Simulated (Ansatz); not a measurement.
BClFH$_{3}$OSi (`FB(Cl)O[SiH3]`), 8 atoms. Total charge 0; spin multiplicity 1. Hardware: A = 2 threads of a server CPU on a shared host; B = 2 threads of an AMD EPYC 7R13 on a shared host and a share of an NVIDIA H100 80 GB. Correlated methods freeze the cores. Open-shell runs search over several starts.

Problem. Give the basis size and wall time and peak host memory of each of these runs in Ansatz. UHF-MP2/def2-QZVPP energy of the cation [B]; direct RPA on PBE orbitals/def2-TZVPP energy [A]; RKS B3LYP-D4/def2-TZVPP energy and forces [A]; UKS B3LYP-D4/def2-TZVPP energy of the cation [A]; UKS r2SCAN-D4/def2-TZVPP energy of the cation [A]; RKS PBE0-D4/def2-QZVPP energy [B]; UKS B2PLYP (frozen core)/def2-TZVPP energy of the cation [A]; RKS PBE0-D4/def2-SVP energy [A]; RHF-CCSD(T)/def2-SVP energy [A]; RKS PBE0-D4/def2-TZVPP energy [A]; RHF-CCSD(T)/cc-pV(Q+d)Z energy [B]; UKS PBE0-D4/def2-TZVPP energy of the cation [A]. (Estimate.)

Solution. Computed: Other jobs shared the machine, so times are rough.

| level | job | functions | wall time | peak host memory (GiB) |
| --- | --- | --- | --- | --- |
| RKS PBE0-D4/def2-SVP | energy [A] | 93 | 2.2 s | 0.44 |
| RKS PBE0-D4/def2-TZVPP | energy [A] | 219 | 5.5 s | 0.53 |
| RHF-CCSD(T)/def2-SVP | energy [A] | 93 | 6.5 s | 0.44 |
| RKS B3LYP-D4/def2-TZVPP | energy and forces [A] | 219 | 7.5 s | 0.59 |
| direct RPA on PBE orbitals/def2-TZVPP | energy [A] | 219 | 9.5 s | 0.45 |
| RKS PBE0-D4/def2-QZVPP | energy [B] | 401 | 19 s | 1.9 |
| RHF-CCSD(T)/cc-pV(Q+d)Z | energy [B] | 383 | 40 s | 0.87 |
| UHF-MP2/def2-QZVPP | energy of the cation [B] | 401 | 42 s | 0.93 |
| UKS r2SCAN-D4/def2-TZVPP | energy of the cation [A] | 219 | 60 s | 0.73 |
| UKS PBE0-D4/def2-TZVPP | energy of the cation [A] | 219 | 66 s | 1 |
| UKS B3LYP-D4/def2-TZVPP | energy of the cation [A] | 219 | 77 s | 1.1 |
| UKS B2PLYP (frozen core)/def2-TZVPP | energy of the cation [A] | 219 | 2.6 min | 0.9 |

B3LYP here is the variant with VWN-RPA as its local correlation; programs differ in this.
